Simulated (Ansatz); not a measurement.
Total energies of ClFGeI (`[F][Ge]([Cl])[I]`) radical.

```xyz
4

F     1.6426   -0.1723    0.4963
Ge   -0.0764    0.0506    0.5733
Cl   -0.4153    1.9592   -0.3563
I    -1.1508   -1.8375   -0.7134
```

Charge 0, multiplicity 2. Correlated methods include outer-core shells of Ge, I, which these sets cover unevenly. Scalar relativity is left out up to krypton. I takes the def2 core potential. The geometry is a stationary point of PBE0-D4/def2-TZVP. Basis def2-TZVPP, Ansatz.

RPA on PBE orbitals: Hartree–Fock energy of these orbitals -2931.05643 Eh, correlation -1.62571 Eh (frozen core).

```csv
functional,energy without D4 (Eh),D4 term (kJ/mol)
LDA (SPW92),-2929.22887,–
PBE,-2934.30886,-14.2
revPBE,-2934.67465,-31.1
BLYP,-2934.91059,-29.6
r2SCAN,-2934.95180,-2.9
B97M-V,-2934.34944,–
PBE0,-2934.41762,-12.2
B3LYP,-2935.06394,-23.6
r2SCANh,-2934.92538,-3.3
r2SCAN0,-2934.88742,-3.8
HSE06 (plane-wave form),-2934.40578,-11.7
BHLYP,-2934.80512,-23.3
CAM-B3LYP,-2935.02468,-13.0
LC-ωPBE,-2934.48345,–
ωB97X-V,-2934.59951,–
ωB97M-V,-2934.73490,–
B2PLYP,-2934.19540,–
PBE-QIDH,-2933.83864,–
```

B3LYP takes the VWN-RPA correlation (the form of Gaussian; ORCA's B3LYP/G). HSE06 is the plane-wave form, built on full-range PBE exchange. The double hybrids freeze the cores in their second-order part.

LC-ωPBE has ω = 0.4 bohr⁻¹.
